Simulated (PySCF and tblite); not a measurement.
Computed ¹H and ¹³C shifts (ppm) of 4 molecules with 5 carbons each, averaged over conformers at 298.15 K: GIAO WP04/pcSseg-1 (IEF-PCM, chloroform) on PBE0-D3(BJ)/def2-SVP geometries, unscaled, against TMS (¹H), TMS (¹³C) at the same level; H on other atoms than carbon is left out (PySCF, tblite).

P. ¹H: 5.03 (1H), 4.21 (2H), 1.30 (3H) ¹³C: 175.0 (1C), 170.3 (1C), 85.9 (1C), 64.8 (1C), 17.9 (1C)
Q. ¹H: 7.31 (1H), 7.23 (1H), 6.70 (1H), 4.53 (2H) ¹³C: 149.2 (1C), 144.7 (1C), 134.3 (1C), 118.8 (1C), 62.0 (1C)
R. ¹H: 6.80 (1H), 6.34 (1H), 5.22 (1H), 3.73 (3H) ¹³C: 168.1 (1C), 137.6 (1C), 119.6 (1C), 86.5 (1C), 58.3 (1C)
S. ¹H: 7.54 (1H), 6.80 (1H), 6.27 (1H), 6.02 (1H), 5.06 (1H), 4.80 (1H) ¹³C: 168.2 (1C), 149.0 (1C), 145.0 (1C), 134.0 (1C), 103.4 (1C)

The molecules:
1. C₅H₆F₂O₂, SMILES CCOC(=O)C=C(F)F
2. C5H6O2, SMILES C=COC(=O)C=C
3. C5H6O2, SMILES COc1ccco1
4. C₅H₆O₂, SMILES OCc1ccoc1

Q: Which spectrum belongs to which molecule?

A: P is 1; Q is 4; R is 3; S is 2.

Assigned:
1. [CH3:1][CH2:2][O:3][C:4](=[O:5])[CH:6]=[C:7]([F:8])[F:9]: ¹³C: 175.0 (C7), 170.3 (C4), 85.9 (C6), 64.8 (C2), 17.9 (C1) ppm.
2. [CH2:1]=[CH:2][O:3][C:4](=[O:5])[CH:6]=[CH2:7]: ¹³C: 168.2 (C4), 149.0 (C2), 145.0 (C7), 134.0 (C6), 103.4 (C1) ppm.
3. [CH3:1][O:2][c:3]1[cH:4][cH:5][cH:6][o:7]1: ¹³C: 168.1 (C3), 137.6 (C6), 119.6 (C5), 86.5 (C4), 58.3 (C1) ppm.
4. [OH:1][CH2:2][c:3]1[cH:4][cH:5][o:6][cH:7]1: ¹³C: 149.2 (C5), 144.7 (C7), 134.3 (C3), 118.8 (C4), 62.0 (C2) ppm.

Unscaled shifts at such levels can be off by 15 ppm or more for ¹³C and 0.8 ppm for ¹H.

For scale, the study of CCOC(=O)C=C(F)F took 7.3 min on 1 thread of Arm Neoverse N1, shared host (rough), launched as `OMP_NUM_THREADS=1 python ens_run.py task.json out`.
